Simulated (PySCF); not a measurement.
Molecule: SMILES CC(C)=CC(C)C, C7H14.

Geometry (Å), atoms numbered from 1 in this order:
```xyz
21

C     2.474   -0.809    0.691
C     1.320   -0.032    0.122
C     1.744    1.207   -0.610
C     0.070   -0.447    0.281
C    -1.198    0.188   -0.209
C    -1.928   -0.776   -1.147
C    -2.090    0.543    0.984
H     3.040   -0.190    1.387
H     3.153   -1.114   -0.105
H     2.134   -1.698    1.215
H     2.413    0.941   -1.429
H     0.904    1.758   -1.018
H     2.294    1.864    0.064
H    -0.099   -1.364    0.834
H    -0.979    1.106   -0.760
H    -2.850   -0.327   -1.514
H    -2.178   -1.697   -0.625
H    -1.300   -1.024   -2.000
H    -1.576    1.233    1.649
H    -2.343   -0.353    1.547
H    -3.013    1.009    0.645
```

Frames of a GFN2-xTB Langevin trajectory at 300 K; GIAO PBE0/pcSseg-1 shieldings in PySCF 2.14, gas phase, non-relativistic; equivalent atoms averaged within each frame.

Referencing at the same level of theory: 13C (186.93 ppm), 1H (31.72 ppm) against TMS. The references are static minima.

How do the shifts (ppm) fluctuate along the trajectory?

Results:


```
         time (fs)     C4     C2    C5    C1  C6/C7    C3   H14   H15  H8/H9/H10  H16/H17/H18/H19/H20/H21
optimised geometry  140.8  135.8  32.2  29.2   25.4  20.0  5.25  2.48       1.75                     0.99
               250  146.9  144.2  38.7  33.9   28.3  16.6  6.47  3.80       1.70                     1.45
               425  153.2  131.3  28.5  27.3   22.5  14.7  6.18  2.77       2.15                     1.23
               625  152.1  139.6  33.5  25.6   25.3  25.3  6.23  3.21       1.44                     1.05
               800  141.7  139.9  32.7  35.8   28.1  24.6  5.51  2.81       2.63                     1.11
              1000  148.2  134.5  36.7  30.9   27.1  27.2  5.84  2.67       2.38                     1.39
    mean of frames  148.4  137.9  34.0  30.7   26.3  21.7  6.05  3.05       2.06                     1.25
standard deviation    4.6    5.0   3.9   4.3    2.4   5.6  0.38  0.47       0.49                     0.17
```

5 frames give an uncertainty of the mean of about the standard deviation over 2.2 at best, since frames this close in time may not be independent; classical motion lacks zero-point vibration, and the reference would need the same averaging.
